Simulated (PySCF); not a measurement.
**Radial density of F²⁺ (fluorine, charge +2)**

UHF, [He] 2s1 2p4, high-spin 4P determinant (an excited configuration). Calculation: PySCF 2.14, in aug-cc-pVTZ; the non-relativistic Hamiltonian (point nucleus).

```
r (bohr)  4πr²ρ (e/bohr)  4πr²(ρα − ρβ)
 0.00324         0.05466         0.0017
 0.00546          0.1492         0.0046
 0.00918          0.3936         0.0120
  0.0154          0.9971         0.0305
  0.0260           2.334         0.0711
  0.0437           4.824         0.1460
  0.0735           8.059         0.2416
   0.124           9.575         0.3064
   0.208           6.908         0.4586
   0.350           4.152         1.4770
   0.588           5.136         3.1568
   0.989           3.993         2.4793
    1.66          0.8779         0.4620
    2.80         0.03033         0.0060
```
